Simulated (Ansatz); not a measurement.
One geometry of B₂P₂, several levels of theory.

```yaml
crystal:
  periodic: [false, false, false]
  atoms:
    - {symbol: B, position_ang: [-0.832575, 0.092380, -0.014040]}
    - {symbol: B, position_ang: [0.832574, -0.092437, 0.013781]}
    - {symbol: P, position_ang: [-0.169749, -1.581590, -0.347612]}
    - {symbol: P, position_ang: [0.169750, 1.581647, 0.347871]}
basis:
  gaussian: {orbitals: def2-TZVP, initial_orbitals: start.molden}
hamiltonian: {xc: pbe0, dispersion: d4}
scf: {omitted_lower_state_checks: [starts]}
output: {orbitals: {seedname: orbitals}}
```

The file start.molden holds the orbitals of an earlier run on this structure, at another level or in another basis.

```sh
$ ansatz run in.yaml --threads 4 --pin off --events-out ev --progress --plain --max-ram 3916MiB
```

Output, abridged:

```
Functional definition: PBE0
902 factors; their error is unknown
mean field evaluation 1: about -19916.7378 eV, gradient 1.1e2 eV
mean field evaluation 2: about -19918.5065 eV, gradient 2.1e0 eV
mean field evaluation 4: about -19918.5401 eV, gradient 7.5e-2 eV
mean field -19918.54011620 eV, -731.9928479989 hartree, gradient 4.3e-5 eV, S^2 0.000000; 0 other end points of the search recorded, 0 dependent functions left out
reference -19918.54014012 eV, -731.9928488779 hartree; 20, 20 occupied and 116, 116 virtual orbitals, 902 factors
Total energy: -19918.65956255 eV, -731.9972375714 hartree
Checks for a lower state left out: starts
```

Run time 0.7 s (4 threads of Arm Neoverse V2 on a shared host).

The first input with `gaussian: {orbitals: def2-TZVPD, initial_orbitals: start.molden}`, `correlation: {method: ccsd_t}` and without the key `hamiltonian` (abridged; 10 s):

```
Functional definition: HF
mean field evaluation 16: about -19884.1703 eV, gradient 9.9e-1 eV
mean field -19884.20282017 eV, -730.7309756445 hartree, gradient 2.1e-6 eV, S^2 0.000000; unrestricted orbitals would lower it
mean field evaluation 32: about -19885.6275 eV, gradient 4.1e0 eV
mean field evaluation 64: about -19884.2028 eV, gradient 1.2e-5 eV
mean field evaluation 96: about -19884.2016 eV, gradient 1.2e-1 eV
unrestricted determinant -19886.18677551 eV, -730.8038846584 hartree, S^2 1.2723
12 core orbitals not correlated: weight in the atoms' cores, before any rotation towards them, 1.000 or more for the frozen orbitals, at most 0.000 for the correlated occupied ones
second order -12.93011549 eV of doubles, -0.00000000 eV of singles
cycle   1  -12.85281133 eV  change    7.7e-2 eV  update   1.3e-1
cycle   2  -13.38793814 eV  change   -5.4e-1 eV  update   5.6e-2
cycle   3  -13.54611995 eV  change   -1.6e-1 eV  update   4.0e-2
cycle   4  -13.54673550 eV  change   -6.2e-4 eV  update   2.4e-2
cycle   5  -13.55994427 eV  change   -1.3e-2 eV  update   2.0e-2
cycle   6  -13.57720913 eV  change   -1.7e-2 eV  update   1.4e-2
cycle   7  -13.57732020 eV  change   -1.1e-4 eV  update   9.6e-3
cycle   8  -13.58119780 eV  change   -3.9e-3 eV  update   6.3e-3
cycle   9  -13.58013619 eV  change    1.1e-3 eV  update   2.8e-3
cycle  10  -13.57878966 eV  change    1.3e-3 eV  update   8.5e-4
cycle  11  -13.57933079 eV  change   -5.4e-4 eV  update   3.2e-4
cycle  12  -13.57918765 eV  change    1.4e-4 eV  update   1.1e-4
cycle  13  -13.57930409 eV  change   -1.2e-4 eV  update   3.8e-5
cycle  14  -13.57926975 eV  change    3.4e-5 eV  update   2.1e-5
cycle  15  -13.57925739 eV  change    1.2e-5 eV  update   1.0e-5
cycle  16  -13.57925964 eV  change   -2.3e-6 eV  update   3.1e-6
perturbative correction -1.25366572 eV, -0.0460713653 hartree
Total energy: -19899.03574553 eV, -731.2760755975 hartree
Checks for a lower state left out: starts
```

First input, but with `hamiltonian: {xc: r2scan, dispersion: d4}`, `output: {forces: true, orbitals: {seedname: orbitals}}` (abridged; 1.6 s):

```
Functional definition: r2SCAN
mean field -19925.21084832 eV, -732.2379928829 hartree, gradient 1.7e-5 eV, S^2 0.000000
Total energy: -19925.23931404 eV, -732.2390389788 hartree
Atom 0 force     0.006911     0.001973     0.001116 eV/Å
Atom 1 force    -0.006387     0.003167     0.000833 eV/Å
Atom 2 force    -0.032314    -0.301900    -0.066783 eV/Å
Atom 3 force     0.031790     0.296760     0.064835 eV/Å
Dipole moment:    -0.000010    -0.000100    -0.000087 e Å
Checks for a lower state left out: starts
```

As the first input, with `gaussian: {orbitals: def2-TZVPP, initial_orbitals: start.molden}`, `correlation: {method: ccsd_t}` and without the key `hamiltonian` (abridged; 7 s):

```
Functional definition: HF
mean field evaluation 16: about -19884.1593 eV, gradient 1.0e0 eV
mean field -19884.19145233 eV, -730.7305578840 hartree, gradient 2.1e-6 eV, S^2 0.000000; unrestricted orbitals would lower it
mean field evaluation 32: about -19885.6694 eV, gradient 2.6e0 eV
mean field evaluation 64: about -19885.0400 eV, gradient 2.3e0 eV
unrestricted determinant -19886.17934160 eV, -730.8036114673 hartree, S^2 1.2716
12 core orbitals not correlated: weight in the atoms' cores, before any rotation towards them, 1.000 or more for the frozen orbitals, at most 0.000 for the correlated occupied ones
second order -13.00341803 eV of doubles, -0.00000000 eV of singles
cycle   1  -12.91012288 eV  change    9.3e-2 eV  update   1.3e-1
cycle   2  -13.44720322 eV  change   -5.4e-1 eV  update   5.6e-2
cycle   3  -13.60412856 eV  change   -1.6e-1 eV  update   3.9e-2
cycle   4  -13.60508957 eV  change   -9.6e-4 eV  update   2.3e-2
cycle   5  -13.61891618 eV  change   -1.4e-2 eV  update   2.0e-2
cycle   6  -13.63529196 eV  change   -1.6e-2 eV  update   1.3e-2
cycle   7  -13.63541494 eV  change   -1.2e-4 eV  update   9.3e-3
cycle   8  -13.63915575 eV  change   -3.7e-3 eV  update   6.3e-3
cycle   9  -13.63818795 eV  change    9.7e-4 eV  update   2.8e-3
cycle  10  -13.63694711 eV  change    1.2e-3 eV  update   8.3e-4
cycle  11  -13.63748567 eV  change   -5.4e-4 eV  update   3.1e-4
cycle  12  -13.63734129 eV  change    1.4e-4 eV  update   1.1e-4
cycle  13  -13.63746098 eV  change   -1.2e-4 eV  update   3.7e-5
cycle  14  -13.63742472 eV  change    3.6e-5 eV  update   2.0e-5
cycle  15  -13.63741347 eV  change    1.1e-5 eV  update   9.7e-6
perturbative correction -1.25411582 eV, -0.0460879062 hartree
Total energy: -19899.08298161 eV, -731.2778114912 hartree
Checks for a lower state left out: starts
```

Geometry: PBE0-D4/def2-TZVP.

Correlated methods freeze 12 core orbitals. At PBE0-D4/def2-TZVP, CCSD(T)/def2-TZVPD, r2SCAN-D4/def2-TZVP, CCSD(T)/def2-TZVPP the restricted singlet (for correlated methods, its reference) is unstable: a solution with broken spin symmetry lies lower. At CCSD(T)/def2-TZVPD, CCSD(T)/def2-TZVPP T1 of the charge 0 singlet is large (up to 0.048), so the single-reference result is doubtful. The geometry of the singlet was relaxed on an unsound state (restricted singlet, unstable towards broken spin symmetry). At PBE0-D4/def2-TZVP a triplet of charge 0 lies 0.87 eV below the restricted singlet, each at its own geometry. The structure comes from a short search, and lower isomers may exist.
